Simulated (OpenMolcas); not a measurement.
Sb IV: effect of the active space

```
Program             : OpenMolcas
Method              : SS-CASPT2 or its RAS form, IPEA 0.25 Eh, imaginary shift 0.1 Eh
Basis               : ANO-RCC-VTZP
Scalar Hamiltonian  : DKH2, point nucleus
Spin-orbit coupling : RASSI with atomic mean-field integrals over the reference wave functions, term energies averaged over their components
```

A. 2 electrons in 4 orbitals (5s 5p); 2S+1 = 3 even, 3 roots; 2S+1 = 1 even, 7 roots; 2S+1 = 3 odd, 3 roots; 2S+1 = 1 odd, 3 roots; closed shells correlated: 4d; CASPT2 step roughly 4 core-seconds
B. 2 electrons in 8 orbitals (5s 5p 6s 6p); 2S+1 = 3 even, 3 roots; 2S+1 = 1 even, 7 roots; 2S+1 = 3 odd, 3 roots; 2S+1 = 1 odd, 3 roots; closed shells correlated: 4d; CASPT2 step about 6 core-seconds
C. 2 electrons in 9 orbitals (RAS2 5s 5p; RAS3 5d, at most 2 electrons); 2S+1 = 3 even, 3 roots; 2S+1 = 1 even, 7 roots; 2S+1 = 3 odd, 3 roots; 2S+1 = 1 odd, 3 roots; closed shells correlated: 4d; CASPT2 step of the order of 9 core-seconds

Energies in cm-1 above 5s2 1S0, the measured ground level; measured values from Moore, Atomic Energy Levels, vol. III, NSRDS-NBS 35 (1971 reprint of NBS Circular 467, 1958).

```tsv
Level	A	B	C	Measured
5s2 1S0	0.0	0.0	0.0	0.0
5s 5p 3P* 0	64670	64430	65100	
5s 5p 3P* 1	66760	66510	67160	66700
5s 5p 3P* 2	71930	71690	72340	72560
5s 5p 1P* 1	94750	94280	95060	95952
5p2 3P0	153100	153340	153520	152076
```

Deviations, from unrounded energies. A percentage is the sum of absolute deviations over the sum of measured energies, with the sign that they share, or ± where signs differ.

```tsv
Against measurement	Levels	A	B	C
mean absolute deviation (cm-1)	4	730	1000	760
other configurations (%)	4	±0.8	±1.0	±0.8
```

A, C lie about equally close to measurement and B furthest from it. The largest miss of A in the table is 5s 5p 1P* 1, by -1200 cm-1. The ranking rests on the paired levels alone, and a cruder setting can come out closer through cancelling errors.

Among A to C the level of the table that moves most is 5s 5p 1P* 1, by 770 cm-1 (lowest in B, highest in C). Moves below CASPT2's spread within the term are not significant.

CASPT2 does not keep the components of a term degenerate, so their means are used; among the terms shown or strongly mixed into the levels shown the widest spread is 23 cm-1 (5p2 3P, B). Over all roots computed the reference weight is 0.89 to 0.95 in A, 0.88 to 0.95 in B; the roots of lowest weight are the least certain, and an intruder state may touch them. The ¹D term of p² mixes with s d, which this space lacks (holds for A; B). Active for correlation alone: 6p 6s; no level in the range computed is led by a configuration that fills them, so any true level of that kind is missing (holds for B). Active for correlation alone: 5d; no level in the range computed is led by a configuration that fills it, so any true level of that kind is missing (holds for C). Measured partners are found by configuration, term and J. A level has none where our copy of the source lacks it or the pairing is in doubt (some pairs that miss far off the trend of their configuration count as doubtful), and it then counts in no deviation. Levels of configurations outside the active space are missing. The table leaves out levels that lie high or whose names do not pair safely across all columns.

* marks odd parity.
